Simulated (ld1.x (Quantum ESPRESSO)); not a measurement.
**Cd, RRKJ: configuration errors across variants**

- Element: Cd (Z = 48)
- Generator: ld1.x (Quantum ESPRESSO) 7.5
- Type: norm-conserving RRKJ (Kleinman–Bylander form)
- Functional: LDA (PZ)
- Relativity: scalar-relativistic
- Frozen core: [Kr]
- Valence charge: 12
- Reference configuration: 4d10 5s1.5 5p0 (charge +0.5)
- Partial waves: 5s (bound): rc 2.00 bohr; 5p (bound, empty): rc 2.30 bohr; 4d (bound): rc 1.40 bohr
- Local potential: all-electron potential smoothed inside 1.65 bohr (lloc = -1)
- Core correction: a·sin(br)/r model core inside 1.05 bohr
- rho0: 0.005

All-electron excitation energies from the reference (eV): (1) 4d10 5s2 5p0 -3.876; (2) 4d10 5s1 5p0 5.752; (3) 4d10 5s0 5p0 23.272; (4) 4d10 5s0 5p2 6.038; (5) 4d9 5s2 5p0 14.270; (6) 4d9 5s2 5p1 8.718; (7) 4d10 5s1 5p1 0.914; (8) 4d10 5s1.5 5p0 spin -0.040; (9) 4d10 5s1 5p0 spin 5.563.

Spin tests fill each open shell by Hund’s rule, majority spin first.

Tests that are not counted but printed errors over 1 eV. “local potential the d channel”: 4d9 5s2 5p1 (solver errors, printed error -2.6 eV).

5 further variants failed, have other tests or another functional or relativity, and are left out.

A true bound ghost makes a file unfit for plane-wave use even where its test errors are small: the radial tests pick states by their node count and pass the ghost by. Where a test does run into it, the solver fails or the error is huge.

Errors AE − PS in meV (a dash: test not solved or not reliable):

```tsv
change	(1)	(2)	(3)	(4)	(5)	(6)	(7)	(8)	(9)	bound ghosts
base	-0.3	-2.6	-27	-3.5	-125	-147	-0.3	+0.2	-1.7	s
wave 5s (bound): rc 2.00 bohr becomes 5s (bound): rc 2.82 bohr	-0.2	-2.5	-26	-7.2	-99	-128	-1.0	-0.4	-4.7	s
local potential all-electron potential smoothed inside 1.88 bohr (lloc = -1)	-1.6	-3.5	-27	-3.8	-189	-201	-0.2	+0.2	-2.0	s
wave 4d (bound): rc 1.40 bohr becomes 4d (bound): rc 1.52 bohr	-0.2	-2.5	-26	-3.3	-122	-144	-0.3	+0.2	-1.6	s
local potential the d channel	0.0	-2.5	-28	-4.3	-99	–	-0.3	+0.3	-1.6	s, p
```

Problem. Give the same row for: core correction a·sin(br)/r model core inside 0.68 bohr.

Solution. -0.3, -2.6, -27, -3.5, -126, -148, -0.3, +0.2, -1.7; bound ghosts: s.
